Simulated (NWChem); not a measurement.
# Ag₂; SMILES [Ag][Ag]

```xyz
2

Ag     0.0000     0.0000    -1.2893
Ag     0.0000     0.0000     1.2893
```
Atoms are numbered in this order, from 1.

Structure relaxed at the PBE0/def2-SVP level. def2 effective core potentials on Ag; no spin-orbit coupling.

Task: List the 6 lowest vertical singlet excitations and the 6 lowest triplet ones from PBE/def2-SVPD with def2 effective core potentials on Ag, TDA (NWChem).

Result: 
| state | energy (eV) | oscillator strength | leading excitation (squared amplitude) |
|---|---|---|---|
| S1 | 3.37 | 0.552 | HOMO → LUMO (0.88) |
| S2 | 3.68 | 0.000 | HOMO−1 → LUMO (0.99) |
| S3 | 3.78 | 0.003 | HOMO−2 → LUMO (0.99) |
| S4 | 3.78 | 0.003 | HOMO−3 → LUMO (0.99) |
| S5 | 3.97 | 0.000 | HOMO−5 → LUMO (1.00) |
| S6 | 3.97 | 0.000 | HOMO−4 → LUMO (1.00) |
| T1 | 1.73 | spin-forbidden | HOMO → LUMO (1.00) |
| T2 | 3.32 | spin-forbidden | HOMO−1 → LUMO (1.00) |
| T3 | 3.47 | spin-forbidden | HOMO−2 → LUMO (0.97) |
| T4 | 3.47 | spin-forbidden | HOMO−3 → LUMO (0.97) |
| T5 | 3.76 | spin-forbidden | HOMO−4 → LUMO (1.00) |
| T6 | 3.76 | spin-forbidden | HOMO−5 → LUMO (1.00) |
